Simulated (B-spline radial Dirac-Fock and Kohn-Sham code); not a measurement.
# EELS cross sections of the Os N1 (4s) edge

System: neutral osmium in the configuration [Xe] 4f14 5d6 6s2. Calculated with a radial atomic solver, using the first Born approximation with generalised oscillator strengths from a Dirac-Hartree-Slater potential (longitudinal and transverse terms; continuum final states only, so no white lines or fine structure). The edge is taken at 658.2 eV (tabulated value).

Partial cross sections σ(β, Δ) in barn, integrated over a window Δ above the edge and up to the collection semi-angle β, for parallel illumination:

```csv
E₀ (kV),β (mrad),Δ = 25 eV,Δ = 50 eV,Δ = 100 eV,Δ = 200 eV,Δ = 300 eV
80,5,17.2,31.9,57.3,94.4,119
80,10,37.8,71.0,129,219,282
80,20,63.1,120,221,383,503
100,5,19.1,35.6,64.2,107,135
100,10,?,?,?,?,?
100,20,60.0,114,212,368,486
100,100,116,227,427,770,1070
120,50,82.9,159,297,533,725
200,10,37.7,71.4,132,229,301
200,20,51.1,97.6,182,322,430
200,50,71.9,138,259,464,636
200,100,81.2,160,304,552,767
300,50,65.6,127,240,431,593
300,100,68.4,135,256,464,645
```

**Question.** Give the row for 100 kV and 10 mrad.

**Answer.** 38.3 b for 25 eV, 72.1 b for 50 eV, 132 b for 100 eV, 225 b for 200 eV, 291 b for 300 eV.
